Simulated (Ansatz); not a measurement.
`FC[SiH2]Br` → `[CH]F` + `[SiH3]Br` at 500 K and 1 bar (formal loss of a carbene).

Program: Ansatz. Geometries: PBE0-D4/def2-TZVP. ΔE: electronic, gas phase. CCSD(T)/CBS is the MP2 limit (def2-TZVPP, def2-QZVPP) plus CCSD(T) − MP2 in def2-TZVPP, frozen cores. This one scheme is used for every species. For Br outer-core shells are correlated without core-valence functions, which leaves a few kJ/mol of doubt a bond. Scalar relativity is left out up to krypton. Each species was taken in one conformer, which may not be the lowest.

```tsv
species	CCSD(T)/CBS energy (Eh)	H − E (kJ/mol)	S (J/(mol·K))
`FC[SiH2]Br`	-3002.67960	164.1	384.6
`[CH]F`	-138.29972	50.0	241.9
`[SiH3]Br`	-2864.23411	91.6	294.2
```

H − E and S are ideal-gas, rigid-rotor, harmonic terms from PBE0-D4/def2-TZVP, for one conformer and one mirror image of each species. 1 Eh = 2625.50 kJ/mol, R = 8.31446 J/(mol·K).

Q: By hand: ΔE, ΔH, ΔS and ΔG.

A: ΔE = (-138.29972) + (-2864.23411) − (-3002.67960) = 0.14577 Eh = 382.7 kJ/mol. Δ(H − E) = 50.0 + 91.6 − 164.1 = -22.5, so ΔH = 360.2 kJ/mol. ΔS = 241.9 + 294.2 − 384.6 = 151.5 J/(mol·K). ΔG = 360.2 − 500 × (151.5)/1000 = 284.4 kJ/mol.

Q: By hand: the equilibrium constant, and the temperature at which ΔG would vanish if ΔH and ΔS stayed fixed.

A: log₁₀ K = −ΔG/(RT ln 10) = -29.7. ΔG = 0 at ΔH/ΔS = 2378 K.

The number of gas molecules changes by +1, which sets the sign of ΔS. A doubt of 5 kJ/mol in ΔE shifts log₁₀ K by 0.5 here. Other conformers and mirror images would add mixing entropy, several J/(mol·K) or more a flexible species. These are equilibria of isolated gas molecules and say nothing of rates. Largest T1 diagnostic: 0.018 (customary marks: 0.02 for closed shells, 0.045 for open ones).
